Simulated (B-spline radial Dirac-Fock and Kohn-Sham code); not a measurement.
## Zr¹⁴⁺: eigenvalues, ΔSCF and the reference

System: Zr¹⁴⁺ in the configuration 1s2 2s2 2p6 3s2 3p6 3d8.

The density-functional columns are spherical, spin-unpolarised Dirac-Kohn-Sham results without Breit or QED terms: −ε is minus the orbital energy of the initial state and ΔSCF the difference of two total energies. The reference in the last column comes from relaxed Dirac-Fock hole states (ΔSCF) with Breit and QED corrections and a finite nucleus. All numbers are from an atomic code on a B-spline grid, in eV; a selection of levels is shown. For the 1s level of heavy atoms much of the gap between ΔSCF and the reference is the Breit and QED part, -46.5 eV here; for other levels the error of the functional can be larger.

```tsv
level	LDA −ε	LDA ΔSCF	Dirac-Fock
1s	18150.2	18420.3	18378.9
2s	2818.6	2874.2	2911.4
2p1/2	2613.2	2679.3	2683.3
2p3/2	2527.2	2591.2	2598.5
3s	727.8	751.8	771.7
3p1/2	651.3	675.6	685.2
3p3/2	636.4	660.4	670.3
3d	501.1	526.3	524.7
```

Values without a named source are computed, but for edge energies of neutral atoms, which are taken from tables.
